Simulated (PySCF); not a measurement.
A calculated (PBE0, PySCF 2.14, def2-TZVP, the non-relativistic Hamiltonian (point nucleus)) atom or ion has these occupied shells.

| shell | electrons | orbital energy (eV) | rms radius, mean of both spins (bohr) |
| --- | --- | --- | --- |
| 1s α | 1 | -7566.2 | 0.0659 |
| 1s β | 1 | -7566.2 | 0.0659 |
| 2s α | 1 | -902.54 | 0.280 |
| 2s β | 1 | -901.37 | 0.280 |
| 2p α | 3 | -783.02 | 0.250 |
| 2p β | 3 | -782.04 | 0.250 |
| 3s α | 1 | -109.92 | 0.846 |
| 3s β | 1 | -107.09 | 0.846 |
| 3p α | 3 | -73.862 | 0.901 |
| 3p β | 3 | -70.804 | 0.901 |
| 3d α | 5 | -15.160 | 1.30 |
| 3d β | 3 | -13.511 | 1.30 |

Problem. Name the element and its charge.

Solution. Co+ (cobalt, charge +1), in [Ar] 3d8, high-spin 3F determinant.
